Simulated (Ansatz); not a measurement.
Reactions of C2H6OSeSi, SMILES `O[SiH2]C=C[SeH]`.

Isolated molecules relaxed with PBE0-D4/def2-TZVP in Ansatz; ΔE leaves out vibrations. CCSD(T)/CBS adds triple-zeta CCSD(T) − MP2 to the extrapolated MP2 energy (def2 sets, frozen cores). Double bonds are as drawn, so ΔE can hold a change between cis and trans. DFT in def2-TZVPP. B3LYP here is the variant with VWN-RPA as its local correlation; programs differ in this. Elements past krypton have def2 core potentials. For In, Se outer-core shells are correlated without core-valence functions, which leaves a few kJ/mol of doubt a bond. Scalar relativity is left out up to krypton. One conformer a species, not always the lowest.

| reaction | B3LYP-D4 (eV) | PBE0-D4 (eV) | CCSD(T)/CBS(def2) (eV) |
| --- | --- | --- | --- |
| `O[SiH2]/C=C/[SeH]` + `N[SiH](O)S` → `N[Si](O)(S)[SeH]` + `C=C[SiH2]O` | -1.03 | -1.06 | -1.08 |
| `O[SiH2]/C=C/[SeH]` + `CO[SiH2]F` → `CO[SiH](F)[SeH]` + `C=C[SiH2]O` | -0.95 | -0.99 | -1.01 |
| `O[SiH2]/C=C/[SeH]` + `[Cl][In]([Cl])[Cl]` → `[Cl][In]([Cl])[SeH]` + `O[SiH2]/C=C/Cl` | 0.08 | 0.06 | 0.09 |
| `O[SiH2]/C=C/[SeH]` + `CNCO` → `CNC[SeH]` + `O/C=C/[SiH2]O` | -0.05 | -0.07 | -0.03 |

Largest T1 diagnostic: 0.013, for `O/C=C/[SiH2]O`.
